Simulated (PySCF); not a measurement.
H₄Ge, charge -1, doublet, at the geometry of the source list (a state made from the parent by changing its charge; the spin is typed, not shown lowest) (in this run its highest filled SCF level lies above zero, so its values depend strongly on the basis, on diffuse functions most of all); PBE/6-311G** (PySCF).

PySCF was given this input:
```python
from pyscf import gto, scf, dft

mol = gto.M(
    atom='''
Ge    0.000700   -0.005200    0.000700
H    -0.602800   -0.848500   -1.057200
H     0.557800   -0.851900    1.080200
H    -1.039800    0.887400    0.561000
H     1.084100    0.818200   -0.584700
''',
    basis='6-311g**',
    charge=-1,
    spin=1,
    verbose=4,
)

mf = dft.UKS(mol)
mf.xc = 'pbe'
mf.kernel()
mf.analyze()
```

Question: Write the output that PySCF gives for this input, abridged.

Answer: 
```
PySCF version 2.14.0

[INPUT] verbose = 4
[INPUT] num. atoms = 5
[INPUT] num. electrons = 37
[INPUT] charge = -1
[INPUT] spin (= nelec alpha-beta = 2S) = 1
[INPUT] symmetry False subgroup None
[INPUT] Mole.unit = angstrom
[INPUT] Symbol           X                Y                Z      unit          X                Y                Z       unit  Magmom
[...]
nuclear repulsion = 47.0448821530813
number of shells = 34
number of NR pGTOs = 116
number of NR cGTOs = 68
basis = 6-311g**
ecp = {}

******** <class 'pyscf.dft.uks.UKS'> ********
method = UKS
initial guess = minao
damping factor = 0
level_shift factor = 0
DIIS = <class 'pyscf.scf.diis.CDIIS'>
diis_start_cycle = 1
diis_space = 8
diis_damp = 0
SCF conv_tol = 1e-09
SCF conv_tol_grad = None
SCF max_cycles = 50
direct_scf = True
direct_scf_tol = 1e-13
number electrons alpha = 19  beta = 18
XC library pyscf.dft.libxc version 7.1.2
    S. Lehtola, C. Steigemann, M. J. T. Oliveira, and M. A. L. Marques,  SoftwareX 7, 1–5 (2018)
XC functionals = pbe
    J. P. Perdew, K. Burke, and M. Ernzerhof,  Phys. Rev. Lett. 77, 3865 (1996)
    J. P. Perdew, K. Burke, and M. Ernzerhof,  Phys. Rev. Lett. 78, 1396 (1997)
    J. P. Perdew, K. Burke, and M. Ernzerhof,  Phys. Rev. Lett. 77, 3865 (1996)
    J. P. Perdew, K. Burke, and M. Ernzerhof,  Phys. Rev. Lett. 78, 1396 (1997)
radial grids:
    Treutler-Ahlrichs [JCP 102, 346 (1995); DOI:10.1063/1.469408] (M4) radial grids

becke partition: Becke, JCP 88, 2547 (1988); DOI:10.1063/1.454033
pruning grids: <function nwchem_prune>
grids dens level: 3
symmetrized grids: False
atomic radii adjust function: <function treutler_atomic_radii_adjust>
small_rho_cutoff = 0
Set gradient conv threshold to 3.16228e-05
tot grids = 59872
init E= -2076.96943215279

cycle= 1 E= -2078.82457763813  delta_E= -1.86  |g|= 1.31  |ddm|= 4.65
cycle= 2 E= -2078.80987752151  delta_E= 0.0147  |g|= 0.975  |ddm|= 3.12
cycle= 3 E= -2078.89761970853  delta_E= -0.0877  |g|= 0.378  |ddm|= 0.475
cycle= 4 E= -2078.91482310623  delta_E= -0.0172  |g|= 0.0489  |ddm|= 0.419
cycle= 5 E= -2078.91621607993  delta_E= -0.00139  |g|= 0.00522  |ddm|= 0.273
cycle= 6 E= -2078.91623371193  delta_E= -1.76e-05  |g|= 0.00103  |ddm|= 0.0524
cycle= 7 E= -2078.91623500833  delta_E= -1.3e-06  |g|= 0.000508  |ddm|= 0.0459
cycle= 8 E= -2078.91623540593  delta_E= -3.98e-07  |g|= 0.000135  |ddm|= 0.0215
cycle= 9 E= -2078.91623555514  delta_E= -1.49e-07  |g|= 8.38e-05  |ddm|= 0.0258
cycle= 10 E= -2078.91623564839  delta_E= -9.33e-08  |g|= 6.48e-05  |ddm|= 0.0192
cycle= 11 E= -2078.91623576667  delta_E= -1.18e-07  |g|= 7.32e-05  |ddm|= 0.0262
cycle= 12 E= -2078.91623569847  delta_E= 6.82e-08  |g|= 7.6e-05  |ddm|= 0.015
cycle= 13 E= -2078.91623609521  delta_E= -3.97e-07  |g|= 5.9e-05  |ddm|= 0.0979
cycle= 14 E= -2078.91623655158  delta_E= -4.56e-07  |g|= 4.52e-05  |ddm|= 0.246
cycle= 15 E= -2078.91623655011  delta_E= 1.47e-09  |g|= 4.47e-05  |ddm|= 0.00745
cycle= 16 E= -2078.916236553  delta_E= -2.89e-09  |g|= 4.46e-05  |ddm|= 0.0203
cycle= 17 E= -2078.91623655076  delta_E= 2.24e-09  |g|= 4.12e-05  |ddm|= 0.0218
cycle= 18 E= -2078.91623655724  delta_E= -6.48e-09  |g|= 2.15e-05  |ddm|= 0.00579
cycle= 19 E= -2078.91623656209  delta_E= -4.86e-09  |g|= 8.59e-06  |ddm|= 0.0076
cycle= 20 E= -2078.91623656359  delta_E= -1.49e-09  |g|= 1.15e-05  |ddm|= 0.00266
cycle= 21 E= -2078.91623656675  delta_E= -3.16e-09  |g|= 8.49e-06  |ddm|= 0.0138
cycle= 22 E= -2078.91623656886  delta_E= -2.12e-09  |g|= 5.11e-06  |ddm|= 0.00845
cycle= 23 E= -2078.91623656921  delta_E= -3.48e-10  |g|= 2.35e-06  |ddm|= 0.00683
Extra cycle  E= -2078.91623656924  delta_E= -2.96e-11  |g|= 2.67e-06  |ddm|= 0.000293
converged SCF energy = -2078.91623656924  <S^2> = 0.75050024  2S+1 = 2.0005002
**** SCF Summaries ****
Total Energy =                       -2078.916236569240937
Nuclear Repulsion Energy =              47.044882153081318
One-electron Energy =                -2997.832007441380483
Two-electron Energy =                  871.870888719058371
Two-electron Coulomb Energy =          952.210684052559145
DFT Exchange-Correlation Energy =      -80.339795333500760
**** MO energy ****
                             alpha | beta                alpha | beta
[...]
To work with the spin densities directly, `use mulliken_meta_spin()` only printing them here.

 ** Mulliken spin pop alpha/beta on meta-lowdin orthogonal AOs **
 ** Mulliken Spin Density (per AO)  **
spin_pop of  0 Ge 1s       -0.00000
spin_pop of  0 Ge 2s       -0.00000
spin_pop of  0 Ge 3s        0.00000
spin_pop of  0 Ge 4s       -0.00205
spin_pop of  0 Ge 5s       -0.00066
spin_pop of  0 Ge 6s        0.00001
spin_pop of  0 Ge 7s       -0.00004
spin_pop of  0 Ge 8s       -0.00002
spin_pop of  0 Ge 2px      -0.00000
spin_pop of  0 Ge 2py       0.00000
spin_pop of  0 Ge 2pz      -0.00000
spin_pop of  0 Ge 3px       0.00000
spin_pop of  0 Ge 3py       0.00000
spin_pop of  0 Ge 3pz       0.00000
spin_pop of  0 Ge 4px       0.00619
spin_pop of  0 Ge 4py       0.28990
spin_pop of  0 Ge 4pz       0.00622
spin_pop of  0 Ge 5px      -0.00081
spin_pop of  0 Ge 5py       0.33306
spin_pop of  0 Ge 5pz       0.00032
spin_pop of  0 Ge 6px       0.00004
spin_pop of  0 Ge 6py       0.05266
spin_pop of  0 Ge 6pz       0.00022
spin_pop of  0 Ge 7px      -0.00001
spin_pop of  0 Ge 7py       0.01632
spin_pop of  0 Ge 7pz       0.00004
spin_pop of  0 Ge 8px      -0.00001
spin_pop of  0 Ge 8py       0.00007
spin_pop of  0 Ge 8pz      -0.00001
spin_pop of  0 Ge 3dxy     -0.00004
spin_pop of  0 Ge 3dyz     -0.00004
spin_pop of  0 Ge 3dz^2     0.00006
spin_pop of  0 Ge 3dxz      0.00019
spin_pop of  0 Ge 3dx2-y2   -0.00000
spin_pop of  0 Ge 4dxy     -0.00015
spin_pop of  0 Ge 4dyz     -0.00018
spin_pop of  0 Ge 4dz^2     0.00085
spin_pop of  0 Ge 4dxz      0.00259
spin_pop of  0 Ge 4dx2-y2    0.00026
spin_pop of  0 Ge 5dxy      0.00003
spin_pop of  0 Ge 5dyz     -0.00006
spin_pop of  0 Ge 5dz^2     0.00205
spin_pop of  0 Ge 5dxz      0.00623
spin_pop of  0 Ge 5dx2-y2    0.00061
spin_pop of  1 H 1s        0.06435
spin_pop of  1 H 2s        0.01128
spin_pop of  1 H 3s        0.01219
spin_pop of  1 H 2px       0.00005
spin_pop of  1 H 2py       0.00201
spin_pop of  1 H 2pz       0.00023
spin_pop of  2 H 1s        0.04823
spin_pop of  2 H 2s        0.00861
spin_pop of  2 H 3s        0.00933
spin_pop of  2 H 2px       0.00003
spin_pop of  2 H 2py       0.00185
spin_pop of  2 H 2pz       0.00004
spin_pop of  3 H 1s        0.05515
spin_pop of  3 H 2s        0.00799
spin_pop of  3 H 3s        0.01172
spin_pop of  3 H 2px       0.00028
spin_pop of  3 H 2py       0.00220
spin_pop of  3 H 2pz       0.00012
spin_pop of  4 H 1s        0.03538
spin_pop of  4 H 2s        0.00510
spin_pop of  4 H 3s        0.00798
spin_pop of  4 H 2px       0.00019
spin_pop of  4 H 2py       0.00183
spin_pop of  4 H 2pz       0.00002
 ** Mulliken Spin Density (per atom)  **
spin density of  0 Ge =      0.71383
spin density of  1 H =      0.09011
spin density of  2 H =      0.06809
spin density of  3 H =      0.07746
spin density of  4 H =      0.05050
 ** Mulliken pop alpha/beta on meta-lowdin orthogonal AOs **
 ** Mulliken pop       alpha | beta **
In total            19.00000 | 18.00000
 ** Mulliken atomic charges   ( Nelec_alpha | Nelec_beta ) **
charge of  0Ge =     -0.55379  (    16.63381     15.91998 )
charge of  1H =     -0.12715  (     0.60863      0.51852 )
charge of  2H =     -0.10579  (     0.58694      0.51885 )
charge of  3H =     -0.11995  (     0.59870      0.52124 )
charge of  4H =     -0.09332  (     0.57191      0.52141 )

WARN: System has nonzero charge -1; the dipole moment is origin-dependent.
Location of origin: [0. 0. 0.]

Dipole moment(X, Y, Z, Debye): -0.41497,  0.01645, -0.05900
```
